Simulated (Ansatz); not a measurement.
`[Cl][SnH2][Br]` and `[Br][SnH2][Br]` differ in one atom or group.

Ansatz, PBE0-D4/def2-TZVP geometries, multiplicity 1. 

Elements past krypton have def2 core potentials. Scalar relativity is left out up to krypton. Spin–orbit coupling is left out; it splits and shifts lone-pair levels of the heavy atoms by tenths of an eV.

| property | `[Cl][SnH2][Br]` |
| --- | --- |
| HOMO energy (PBE0/def2-TZVPP) / eV | -8.55 |
| HOMO–LUMO gap (PBE0/def2-TZVPP) / eV | 6.98 |
| LUMO energy (B3LYP/def2-TZVPP) / eV | -1.87 |
| size of the dipole moment (ωB97M-V/def2-TZVPP) / D | 2.47 |
| HOMO–LUMO gap (B3LYP/def2-TZVPP) / eV | 6.41 |
| HOMO energy (PBE/def2-TZVPP) / eV | -7.27 |

Task: Give the same properties after the change, and the shifts. (An estimate is asked.)

Result: Ansatz gave: 
```tsv
property	`[Br][SnH2][Br]`	shift
HOMO energy (PBE0/def2-TZVPP) / eV	-8.46	0.09
HOMO–LUMO gap (PBE0/def2-TZVPP) / eV	6.73	-0.25
LUMO energy (B3LYP/def2-TZVPP) / eV	-2.03	-0.16
size of the dipole moment (ωB97M-V/def2-TZVPP) / D	2.31	-0.16
HOMO–LUMO gap (B3LYP/def2-TZVPP) / eV	6.17	-0.24
HOMO energy (PBE/def2-TZVPP) / eV	-7.19	0.08
```

With PBE0 the HOMO rises by 0.09 eV and the LUMO falls by 0.16 eV, so the gap narrows by about 0.25 eV. PBE moves the HOMO by 0.08 eV and ωB97M-V by 0.10 eV. Dipoles are sizes alone; their direction can turn.

B3LYP here is the variant with VWN-RPA as its local correlation; programs differ in this.
